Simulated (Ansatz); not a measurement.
`CCS[Si](O)(O)O`. Charge 0, multiplicity 1. All single points use the PBE0-D4/def2-TZVP geometry. It is one conformer, not always the lowest.

```xyz
15

C     0.175    2.252    0.144
C     0.587    1.094    1.027
S    -0.752   -0.129    1.280
Si   -0.401   -1.439   -0.335
O    -1.661   -2.480   -0.374
O    -0.200   -0.550   -1.691
O     0.957   -2.342   -0.220
H    -0.694    2.768    0.558
H    -0.078    1.902   -0.857
H     0.994    2.973    0.064
H     1.460    0.576    0.628
H     0.846    1.434    2.031
H    -2.542   -2.101   -0.354
H     0.330   -0.958   -2.380
H     0.981   -3.000    0.477
```

Task: What is the dipole moment at ωB97M-V/def2-TZVPP? (Estimate.)

Result: Ansatz gave: 0.62 D, with components (0.57, 0.09, -0.23) D in this frame, pointing from negative to positive charge.

Task: And with PBE, r2SCAN, B3LYP? (An estimate is asked.)

Result: The calculation gave: PBE 0.64 D, r2SCAN 0.70 D, B3LYP 0.62 D.

Task: Give the Mulliken charges with ωB97M-V, r2SCAN, B3LYP in def2-TZVPP. (An estimate is asked.)

Result: Computed: 
```
atom  ωB97M-V  r2SCAN  B3LYP
  C1    -0.28   -0.14  -0.24
  C2    -0.18    0.04  -0.07
  S3    -0.22   -0.30  -0.28
 Si4     0.67    0.73   0.72
  O5    -0.36   -0.40  -0.38
  O6    -0.37   -0.41  -0.38
  O7    -0.38   -0.41  -0.39
  H8     0.10    0.04   0.08
  H9     0.11    0.06   0.10
 H10     0.10    0.04   0.08
 H11     0.12    0.05   0.09
 H12     0.13    0.06   0.10
 H13     0.18    0.21   0.19
 H14     0.19    0.21   0.19
 H15     0.19    0.21   0.19
```

B3LYP here is the variant with VWN-RPA as its local correlation; programs differ in this.
